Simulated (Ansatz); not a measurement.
C₂H₄Zn, SMILES `C=[CH][ZnH]`. Charge 0, multiplicity 1. Geometry: relaxed with PBE0-D4/def2-TZVP.

```xyz
7

C    -0.145   -0.665   -0.990
C     0.037    0.464   -0.303
Zn    0.172    0.546    1.620
H    -0.232   -1.637   -0.511
H    -0.217   -0.681   -2.077
H     0.108    1.376   -0.896
H     0.278    0.597    3.156
```

Task: What is the dipole moment at r2SCAN/def2-TZVPP? (Best estimate.)

Result: Ansatz gave: 0.47 D, with components (-0.03, 0.04, -0.46) D in this frame, pointing from negative to positive charge.

Task: And with PBE, B3LYP, ωB97M-V? (Best estimate.)

Result: The calculation gave: PBE 0.49 D, B3LYP 0.45 D, ωB97M-V 0.39 D.

Task: Give the Mulliken charges with r2SCAN, B3LYP, ωB97M-V in def2-TZVPP. (Best estimate.)

Result: Computed: 
```tsv
atom	r2SCAN	B3LYP	ωB97M-V
C1	-0.21	-0.29	-0.28
C2	-0.09	-0.06	-0.13
Zn3	0.24	0.22	0.23
H4	0.07	0.10	0.10
H5	0.07	0.10	0.10
H6	0.05	0.07	0.08
H7	-0.13	-0.12	-0.09
```

B3LYP here is the variant with VWN-RPA as its local correlation; programs differ in this.
